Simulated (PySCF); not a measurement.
Valeryl chloride, C5H9ClO.
SMILES with atom numbers: `[CH3:1][CH2:2][CH2:3][CH2:4][C:5](=[O:6])[Cl:7]` (hydrogens: H8, H9, H10 on C1; H11, H12 on C2; H13, H14 on C3; H15, H16 on C4)

The closed-shell SCF was solved with PySCF and density fitting under several settings on one GFN2-xTB geometry (grid level 2 and gas phase unless stated).

```json
{"settings": "PBE0/pcSseg-1", "basis functions": "171", "SCF cycles": "14", "E (Eh)": "-730.8692", "HOMO (eV)": "-8.53", "LUMO (eV)": "-0.93", "dipole (D)": "3.13"}
{"settings": "CAM-B3LYP/def2-SVPD", "basis functions": "222", "SCF cycles": "13", "E (Eh)": "-730.9391", "HOMO (eV)": "-9.98", "LUMO (eV)": "0.11", "dipole (D)": "3.14"}
```

**Question.** Estimate the rows for these settings: (1) B97-2/cc-pVDZ; (2) PBE0/def2-SVPD, grid level 3, energy threshold 1e-06 Eh; (3) KT2/ANO-RCC-VDZP, grid level 1.

**Answer.** 
```json
{"settings": "B97-2/cc-pVDZ", "basis functions": "147", "SCF cycles": "14", "E (Eh)": "-731.3550", "HOMO (eV)": "-8.02", "LUMO (eV)": "-0.77", "dipole (D)": "2.99"}
{"settings": "PBE0/def2-SVPD, grid level 3, energy threshold 1e-06 Eh", "basis functions": "222", "SCF cycles": "8", "E (Eh)": "-730.6026", "HOMO (eV)": "-8.58", "LUMO (eV)": "-1.09", "dipole (D)": "3.14"}
{"settings": "KT2/ANO-RCC-VDZP, grid level 1", "basis functions": "147", "SCF cycles": "12", "E (Eh)": "-739.0883", "HOMO (eV)": "-7.04", "LUMO (eV)": "-1.97", "dipole (D)": "3.16"}
```

**Question.** Over all rows, what range does the HOMO–LUMO gap span?

**Answer.** From 5.07 eV (KT2/ANO-RCC-VDZP, grid level 1) to 10.09 eV (CAM-B3LYP/def2-SVPD). The functional of the narrowest has no exact exchange, that of the widest range-separated exact exchange.

**Question.** And the dipole moment?

**Answer.** From 2.99 D (B97-2/cc-pVDZ) to 3.16 D (KT2/ANO-RCC-VDZP, grid level 1); the largest is 1.06 times the smallest, and the median is 3.14 D.

**Question.** Compare two rows with the functional PBE0: PBE0/pcSseg-1 and PBE0/def2-SVPD, grid level 3, energy threshold 1e-06 Eh. Which energy is lower, and by how much?

**Answer.** PBE0/pcSseg-1 (171 functions) lies 0.2666 Eh or 167 kcal/mol below PBE0/def2-SVPD, grid level 3, energy threshold 1e-06 Eh (222 functions). The smaller set gives the lower energy; the two sets aren't nested, so the variational bound doesn't order them by size.

Cycle counts include a coarse-grid stage where the run had one. KT2 was designed for NMR shieldings or shifts; total energies of different functionals aren't comparable. ANO-RCC sets were contracted for a scalar-relativistic Hamiltonian, but ran non-relativistically here.

The values belong to the conformer `[CH3:1][CH2:2][CH2:3][CH2:4][C:5](=[O:6])[Cl:7]`: C1–C2–C3–C4 180°, C2–C3–C4–C5 180°, C3–C4–C5–O6 0°.
